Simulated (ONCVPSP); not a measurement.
## Varying the ONCV potential for N (Z = 7)

Base potential:

ONCVPSP 4.0.1 input, shortened (lines: element, Z, core and valence counts, functional; n l f; lmax; l rc ep ncon nbas qcut; lloc lpopt rc5 dvloc0; l nproj debl; icmod fcfact rcfact), PBE, non-relativistic:

```
  N 7.00    1    2        4      upf
    1    0    2.00
    2    0    1.00
    2    1    4.00
    2
    0    1.00    0.00    3    5    7.20
    1    2.15    0.00    5    8    7.00
    2    1.65    0.03    5    9    4.90
    0    5    1.00    0.00
    0    0    4.00
    1    2    3.30
    2    3    1.60
    0    0.00    0.00
```

All-electron outer shells of the reference configuration (PBE, non-relativistic, ld1.x):

```tsv
shell	level (eV)	outermost node (bohr)	outermost maximum (bohr)
1s	-385.30	–	0.15
2s	-19.00	0.32	1.02
2p	-7.51	–	0.97
```

Cutoffs, loose and tight: the cutoffs (Ha) at which the residual kinetic energy of the hardest occupied pseudo-wave falls to 1 and 0.1 mHa per electron. They do not see the model core or the augmentation charge, which bear on the density cutoff. Test errors are all-electron minus pseudo excitation energies from the reference, over the configurations 2s2 2p3; 2s2 2p2; 2s2 2p1; 2s1 2p0. A dash means not determined; rows that change the core or the reference have their own tests.

A true bound ghost makes a file unfit for plane-wave use even where its test errors are small: the radial tests pick states by their node count and pass the ghost by.

```tsv
change	outcome	cutoff, loose	cutoff, tight	bound ghosts	GHOST(+) flags above zero	largest test error (meV)
base	generated	25 Ha	53 Ha	d	d	+3510
p: qcut 4.6	generated	31 Ha	53 Ha	d	d	+5932
p: qcut 5.4	generated	25 Ha	53 Ha	d	d	+4816
p: qcut 6.1	generated	25 Ha	53 Ha	d	d	+4136
p: qcut 7.2	generated	25 Ha	53 Ha	d	d	+3401
p: qcut 8.2	generated	25 Ha	53 Ha	d	d	+3020
p: qcut 9.5	generated	25 Ha	53 Ha	d	d	+2653
p: qcut 10.5	generated	25 Ha	53 Ha	d	d	+2697
```

Reading the sweep of the qcut of the p channel (base included, trends over the rows without a ghost): Bound ghosts are found at 4.6, 5.4, 6.1, 7, 7.2, 8.2, 9.5, 10.5 1/bohr. Every judged row has one, so this setting neither creates nor removes them.
